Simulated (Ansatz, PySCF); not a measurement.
Ways to break one bond of CC(=O)[O][GeH3] [germyl acetate]:

A. CC(=O)[O][GeH3] -> O=[C][O][GeH3] + [CH3] (CH3)
B. CC(=O)[O][GeH3] [germyl acetate] -> CC(=O)[O][GeH2] + H atom
C. CC(=O)[O][GeH3] [germyl acetate] → [CH2]C(=O)[O][GeH3] + H atom

Quantity: bond dissociation energy (enthalpy at 298 K, with B3LYP-D3(BJ) rigid-rotor harmonic-oscillator terms from PySCF), kcal/mol. Each molecule is optimised on its own at B3LYP-D3(BJ)/def2-TZVP (Ansatz, an electronic-structure program), one conformer each, not searched for the lowest. Cores are frozen in the correlated levels unless marked. UHF or UKS for open shells. No spin-orbit coupling. Frozen are the shells of the preceding noble gas and the d and f shells that filled before the atom's block. No relativistic terms. CBS marks a two-point X^-3 extrapolation of the correlation energy; Hartree-Fock from the larger set.

|  | RI-HF/cc-pVTZ (Ansatz) | SCS-MP2/6-31G* (Ansatz) | CCSD(T)/cc-pVDZ (Ansatz) | CCSD(T)/CBS(cc-pVTZ,cc-pVQZ) (Ansatz) |
|---|---|---|---|---|
| A | 67.4 | 94.2 | 89.8 | 94.2 |
| B | 67.2 | 76.6 | 83.4 | 87.2 |
| C | 72.8 | 93.0 | 94.5 | 99.0 |
